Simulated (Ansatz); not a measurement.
singlet methylene (CH$_{2}$), singlet, at a GFN2-xTB geometry; B3LYP/6-31G** (Ansatz, a quantum-chemistry and plane-wave program).

The Ansatz input:
Ansatz 0.2 input:
```yaml
crystal:
  periodic: [false, false, false]
  atoms:
    - {symbol: C, position_ang: [0.00403916, 0.00124078, 0.16463541]}
    - {symbol: H, position_ang: [0.00029648, 0.87790816, -0.50085524]}
    - {symbol: H, position_ang: [-0.02453143, -0.88535285, -0.48695721]}
basis:
  gaussian:
    orbitals: 6-31G__.json
hamiltonian:
  xc: b3lyp
output: {forces: true}
```
The basis file holds 6-31G** in the JSON format of the Basis Set Exchange.

Task: Write the output that Ansatz gives for this input, abridged.

Result: 
```
Functional definition: B3LYP
252 factors; integrals over basis functions are off by at most 5.8e-4 eV
mean field evaluation 1: about -1064.0483 eV, gradient 1.6e1 eV
mean field evaluation 2: about -1064.2497 eV, gradient 1.4e1 eV
mean field evaluation 4: about -1064.7979 eV, gradient 2.1e-1 eV
mean field evaluation 8: about -1064.7970 eV, gradient 1.5e-3 eV
mean field -1064.79704353 eV, -39.1305696044 hartree, gradient 1.9e-5 eV, S^2 0.000000; 0 other end points of the search recorded, 0 dependent functions left out
the calculation of the forces begins
reference -1064.79717089 eV, -39.1305742846 hartree; 4, 4 occupied and 21, 21 virtual orbitals, 252 factors
Total energy: -1064.79717089 eV, -39.1305742846 hartree
Atom 0 at     0.004039     0.001241     0.164635 Å, force     0.027123     0.008332     1.105529 eV/Å
Atom 1 at     0.000296     0.877908    -0.500855 Å, force    -0.012352     0.081720    -0.553441 eV/Å
Atom 2 at    -0.024531    -0.885353    -0.486957 Å, force    -0.014771    -0.090052    -0.552088 eV/Å
Dipole moment:    -0.009567    -0.002939    -0.389933 e Å
```
